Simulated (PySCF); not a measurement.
PySCF job for C6H6O, SMILES C1[C@H](C#C)COC=1, SMD-B3LYP/def2-SVP. Geometry optimised at PBE-D3(BJ)/def2-SVP. The structure was generated by enumeration; whether it is a known compound was not checked. One conformer was computed; it need not be the lowest.

```python
import numpy as np
from pyscf import gto, scf, dft
from pyscf.solvent import smd

mol = gto.M(
    atom='''
    C     2.30466561   -1.39799856   -1.07873829
    C     1.53014294   -0.63251179   -0.52261316
    C     0.60302540    0.27474604    0.15093973
    C    -0.38176919    1.01115726   -0.75357199
    C    -1.59940844    0.93663084   -0.18237984
    O    -1.66520286    0.20821303    0.96954724
    C    -0.39223747   -0.46098273    1.10302341
    H     2.98803482   -2.07146381   -1.57607431
    H     1.21130698    1.01899350    0.72112158
    H    -0.10737713    1.56278685   -1.65883317
    H    -2.55045840    1.39174649   -0.49240554
    H    -0.51527399   -1.51862737    0.78260932
    H    -0.09112260   -0.43538604    2.16724512
    ''',
    basis='def2-SVP',
    charge=0,
    spin=0,
    max_memory=1600,
    verbose=3,
)
mf = dft.RKS(mol, xc='b3lyp').density_fit(auxbasis='def2-universal-jkfit')
mf.grids.level = 3
mf.conv_tol = 1e-9
mf.max_cycle = 100
mf.kernel()
res = {}
for name in ['water', 'methanol', 'toluene']:
    s = mf.SMD()
    s.with_solvent.solvent, s.with_solvent.sasa_ng = name, 194
    s.kernel(mf.make_rdm1())
    res[name] = (s.e_tot, s.with_solvent.get_cds(), s.dip_moment(), s.mo_energy, s.converged)
    print(f'SMD {name}: dG(solv) = {(s.e_tot - mf.e_tot) * 627.509474:.3f} kcal/mol, of which CDS {res[name][1] * 627.509474:.3f}')
```

It prints:

```
converged SCF energy = -307.135690965431
converged SCF energy = -307.138409294438
Dipole moment(X, Y, Z, Debye):  0.65431,  0.34882, -0.05810
SMD water: dG(solv) = -1.706 kcal/mol, of which CDS 5.216
converged SCF energy = -307.142302296189
Dipole moment(X, Y, Z, Debye):  0.64576,  0.34313, -0.06076
SMD methanol: dG(solv) = -4.149 kcal/mol, of which CDS 2.567
converged SCF energy = -307.141929622949
Dipole moment(X, Y, Z, Debye):  0.47348,  0.26505, -0.05383
SMD toluene: dG(solv) = -3.915 kcal/mol, of which CDS -1.270
```

Self-consistency was reached.
